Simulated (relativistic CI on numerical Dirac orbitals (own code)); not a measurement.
## Spin-allowed bands of a d7 ion in a tetrahedral site, by hand

Problem. Take Δ = 5150 cm⁻¹ and B = 740 cm⁻¹ for a d7 ion in a tetrahedral site. Calculate the three spin-allowed bands.

Working.
1. The terms of highest spin are 4F (energy 0) and 4P (15B = 11100 cm⁻¹). Here the F term splits into A2 at −1.2Δ = -6180, T2 at −0.2Δ = -1030 and T1 at +0.6Δ = 3090 cm⁻¹.
2. The two T1 states mix through the element 0.4Δ: H = [[3090, 2060], [2060, 11100]], with roots ½(H₁₁ + H₂₂) ∓ ½√[(H₂₂ − H₁₁)² + 4H₁₂²] = ½(14190) ∓ ½(9007) = 2591 and 11599 cm⁻¹.
3. The ground term is 4A2 at -6180 cm⁻¹.
4. Bands: 4T2 5150 cm⁻¹ (1942 nm), 4T1(F) 8771 cm⁻¹ (1140 nm), 4T1(P) 17779 cm⁻¹ (562 nm).

Check. Exact diagonalisation of the whole d7 shell with these parameters gives 4T2 5150, 4T1 8771, 4T1 17779 cm⁻¹. The match is exact, since without spin-orbit coupling no other term has this spin. The ratio of the second band to the first, 1.703, depends on Δ/B = 7.0 alone, which is how a Tanabe-Sugano diagram is read.
